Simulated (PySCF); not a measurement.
This PySCF input asks for the NMR shieldings of SMILES [GaH4-], [GaH₄]-; the geometry comes from PBE0-D3(BJ)/def2-SVP.

```python
import basis_set_exchange as bse
import numpy as np
from pyscf import gto, dft
from pyscf.prop import nmr

atoms = """
Ga    0.003391    0.001163   -0.006927
H     0.191940    0.434642   -1.562418
H    -0.892817    1.118418    0.762183
H     1.460545   -0.108842    0.705392
H    -0.745799   -1.439671    0.067399
"""
names = dict.fromkeys(["Ga", "H"], "pcSseg-1")
basis = {el: gto.basis.parse(bse.get_basis(n, elements=[el], fmt="nwchem")) for el, n in names.items()}
mol = gto.M(atom=atoms, basis=basis, charge=-1, verbose=0)
mf = dft.RKS(mol, xc="GGA_XC_KT2")
mf.grids.level = 2
mf.grids.alignment = dft.numint.BLKSIZE   # the property module wants whole blocks of grid points
mf.conv_tol = 1e-9
mf.kernel()

calc = nmr.RKS(mf)   # GIAO
sigma = calc.kernel()   # uncoupled for a functional without exact exchange
for i, s in enumerate(sigma):   # ppm
    print("%2d %-2s %9.2f" % (i, mol.atom_pure_symbol(i), np.trace(s) / 3))
```

Q: What are the results?

A: 
```
 0 Ga   1713.61
 1 H      28.40
 2 H      28.40
 3 H      28.40
 4 H      28.40
```

These numbers come from an equivalent density-fitted implementation of the same equations, which agrees with the script to about 0.01 ppm for H and up to a few tenths of a ppm for heavy atoms, so last digits may differ.

Relativistic effects, spin–orbit coupling among them, are left out; they matter for Ga and for the light atoms bonded to it.

Size and cost of the density-fitted run: 61 basis functions, roughly 1.9 core-seconds.
